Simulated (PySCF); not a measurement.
N₂, charge +1, doublet, geometry from GFN2-xTB (a state made from the parent by changing its charge; the spin is typed, not shown lowest). Base run: TPSS/6-31G (PySCF).

Geometry (Å):
```xyz
2

N      0.0000     0.0000    -0.5342
N      0.0000     0.0000     0.5342
```
Charge +1, spin multiplicity 2.
Orbitals are unrestricted.
All else is at PySCF's defaults.

Variants of this job, named by their change:

| change | E (Eh) | HOMO (eV) | <S^2> |
|---|---|---|---|
| base | -108.92063 | -23.13 | 0.752 |
| functional = lc_wpbe | -108.79771 | -27.83 | 0.753 |
| functional = pw6b95 | -109.01480 | -24.98 | 0.753 |
| functional = pbe; dispersion = d3bjm | -108.78573 | -22.83 | 0.751 |
| functional = blyp; dispersion = d3zero | -108.89384 | -22.75 | 0.751 |
| functional = revpbe | -108.88446 | -22.79 | 0.751 |
| functional = hse06 | -108.77124 | -24.45 | 0.753 |
| functional = camb3lyp | -108.83212 | -26.38 | 0.753 |
| functional = tpssh | -108.89774 | -23.95 | 0.752 |
| functional = b3lyp | -108.88531 | -24.57 | 0.752 |
| functional = m06l | -108.88218 | -23.39 | 0.752 |
| functional = pbe0; dispersion = d3bjm | -108.76120 | -24.86 | 0.753 |
| functional = mn12l | -108.77788 | -23.67 | 0.753 |

Totals shift with the method and basis; they matter in differences.

Open shells are given as the SCF converged; they aren't shown to be the lowest states, and a large step between rows can be another state.
